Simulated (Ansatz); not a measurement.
Al₄H: single points at one geometry.

```yaml
crystal:
  periodic: [false, false, false]
  atoms:
    - {symbol: Al, position_ang: [1.913330, 0.192482, 0.396890]}
    - {symbol: Al, position_ang: [-1.934866, -0.120584, -0.311748]}
    - {symbol: Al, position_ang: [0.027384, 1.522536, -0.821693]}
    - {symbol: Al, position_ang: [-0.159194, -1.079812, 1.342192]}
    - {symbol: H, position_ang: [0.153346, -0.514622, -0.605631]}
basis:
  gaussian: {orbitals: 6-31G}
magnetization: {spin_polarized: true, initial_magnetization: 1}
hamiltonian: {xc: hf}
scf: {omitted_lower_state_checks: [starts]}
output: {orbitals: {seedname: orbitals}}
```

The file start.molden holds the orbitals of an earlier run on this structure, at another level or in another basis.

```sh
$ ansatz run in.yaml --threads 4 --pin off --events-out ev --progress --plain --max-ram 3916MiB
```

Shortened log:

```
Functional definition: HF
  name "HF"
  cite "Fock, Z. Phys. 61, 126 (1930) doi:10.1007/BF01340294"
  parent pbe
  exchange = exact_x
  correlation = 0
these checks for a lower state are left out or cut short: starts
584 factors; integrals over basis functions are off by at most 9.2e-5 eV
mean field evaluation 1: about -26341.4131 eV, gradient 4.2e0 eV
mean field evaluation 2: about -26341.4196 eV, gradient 4.2e0 eV
mean field evaluation 4: about -26341.8530 eV, gradient 7.2e-1 eV
mean field evaluation 8: about -26341.9132 eV, gradient 5.8e-2 eV
mean field evaluation 16: about -26341.9134 eV, gradient 2.3e-3 eV
mean field -26342.12679812 eV, -968.0553044960 hartree, gradient 2.3e-5 eV, S^2 1.435357; 0 other end points of the search recorded, 0 dependent functions left out
reference -26342.12679812 eV, -968.0553044960 hartree; 27, 26 occupied and 27, 28 virtual orbitals, 584 factors
Total energy: -26342.12679812 eV, -968.0553044960 hartree
Checks for a lower state left out: starts
```

It took 0.5 s on 4 threads of Arm Neoverse V1 on a shared host.

As the first input, with `gaussian: {orbitals: def2-SVP, initial_orbitals: start.molden}`, `hamiltonian: {xc: pbe0, dispersion: d4}` (abridged; 1.8 s):

```
Functional definition: PBE0
mean field -26380.92345578 eV, -969.4810553679 hartree, gradient 4.1e-6 eV, S^2 0.763137
Total energy: -26381.12335472 eV, -969.4884015184 hartree
Checks for a lower state left out: starts
```

The first input with `gaussian: {orbitals: def2-TZVP, initial_orbitals: start.molden}`, `hamiltonian: {xc: pbe}`, `correlation: {method: rpa}` and without the key `output` (abridged; 3.8 s):

```
Functional definition: PBE
mean field -26388.20803510 eV, -969.7487587201 hartree, gradient 2.8e-6 eV, S^2 0.759117
20 core orbitals not correlated: weight in the atoms' cores, before any rotation towards them, 1.000 or more for the frozen orbitals, at most 0.000 for the correlated occupied ones
Total energy: -26358.65078787 eV, -968.6625499189 hartree
Checks for a lower state left out: starts
```

The first input with `gaussian: {orbitals: def2-TZVP, initial_orbitals: start.molden}`, `correlation: {method: mp2}` and without the key `hamiltonian` (abridged; 3.5 s):

```
Functional definition: HF
mean field evaluation 16: about -26345.3109 eV, gradient 1.0e-1 eV
mean field -26345.31180232 eV, -968.1723512417 hartree, gradient 8.9e-6 eV, S^2 1.599585
20 core orbitals not correlated: weight in the atoms' cores, before any rotation towards them, 1.000 or more for the frozen orbitals, at most 0.000 for the correlated occupied ones
second order -6.78248956 eV of doubles, -0.00000000 eV of singles
Total energy: -26352.09429188 eV, -968.4216031356 hartree
Checks for a lower state left out: starts
```

As the first input, with `gaussian: {orbitals: def2-TZVPD, initial_orbitals: start.molden}`, `hamiltonian: {xc: r2scan, dispersion: d4}` (abridged; 21 s):

```
Functional definition: r2SCAN
mean field -26399.50302077 eV, -970.1638417875 hartree, gradient 1.1e-5 eV, S^2 0.778873
Total energy: -26399.54565607 eV, -970.1654086058 hartree
Checks for a lower state left out: starts
```

The first input with `gaussian: {orbitals: def2-TZVPD, initial_orbitals: start.molden}`, `correlation: {method: ccsd_t}`, `scf: {omitted_lower_state_checks: [starts, cluster_reference]}` and without the key `hamiltonian` (abridged; 41 s):

```
Functional definition: HF
mean field evaluation 16: about -26345.3232 eV, gradient 1.1e-1 eV
mean field evaluation 32: about -26345.3264 eV, gradient 2.3e-6 eV
mean field -26345.32644765 eV, -968.1728894475 hartree, gradient 3.9e-7 eV, S^2 1.605965
20 core orbitals not correlated: weight in the atoms' cores, before any rotation towards them, 1.000 or more for the frozen orbitals, at most 0.000 for the correlated occupied ones
second order -6.82840861 eV of doubles, -0.00000000 eV of singles
cycle   1  -7.46086593 eV  change   -6.3e-1 eV  update   1.6e-1
cycle   2  -7.95333553 eV  change   -4.9e-1 eV  update   7.7e-2
cycle   3  -8.16302905 eV  change   -2.1e-1 eV  update   6.2e-2
cycle   4  -8.26412525 eV  change   -1.0e-1 eV  update   3.9e-2
cycle   5  -8.31632108 eV  change   -5.2e-2 eV  update   2.1e-2
cycle   6  -8.33801835 eV  change   -2.2e-2 eV  update   1.0e-2
cycle   7  -8.34394015 eV  change   -5.9e-3 eV  update   4.4e-3
cycle   8  -8.34786114 eV  change   -3.9e-3 eV  update   2.4e-3
cycle   9  -8.34768153 eV  change    1.8e-4 eV  update   1.4e-3
cycle  10  -8.34786940 eV  change   -1.9e-4 eV  update   8.1e-4
cycle  11  -8.34809953 eV  change   -2.3e-4 eV  update   4.5e-4
cycle  12  -8.34809218 eV  change    7.4e-6 eV  update   2.3e-4
cycle  13  -8.34812396 eV  change   -3.2e-5 eV  update   1.3e-4
cycle  14  -8.34808036 eV  change    4.4e-5 eV  update   7.4e-5
cycle  15  -8.34805052 eV  change    3.0e-5 eV  update   4.4e-5
cycle  16  -8.34806869 eV  change   -1.8e-5 eV  update   2.6e-5
cycle  17  -8.34806849 eV  change    2.0e-7 eV  update   1.5e-5
perturbative correction -0.80034585 eV, -0.0294121676 hartree
Total energy: -26354.47486199 eV, -968.5090874736 hartree
Checks for a lower state left out: starts, cluster_reference
```

As the first input, with `gaussian: {orbitals: def2-TZVP, initial_orbitals: start.molden}`, `hamiltonian: {xc: {name: B97M-V}}` (abridged; 11 s):

```
Functional definition: B97M-V
mean field -26396.19183250 eV, -970.0421578631 hartree, gradient 9.6e-6 eV, S^2 0.764092
Total energy: -26396.19188174 eV, -970.0421596725 hartree
Checks for a lower state left out: starts
```

Geometry: PBE0-D4/def2-SVP.

Correlated methods freeze 20 core orbitals. At HF/6-31G, MP2/def2-TZVP, CCSD(T)/def2-TZVPD the charge 0 doublet is spin-contaminated (final ⟨S²⟩ up to 1.61, 0.75 for a pure state). At CCSD(T)/def2-TZVPD T1 of the charge 0 doublet is large (up to 0.097), so the single-reference result is doubtful. In the doublet geometry the species has come apart into loosely held pieces. The structure comes from a short search, and lower isomers may exist.
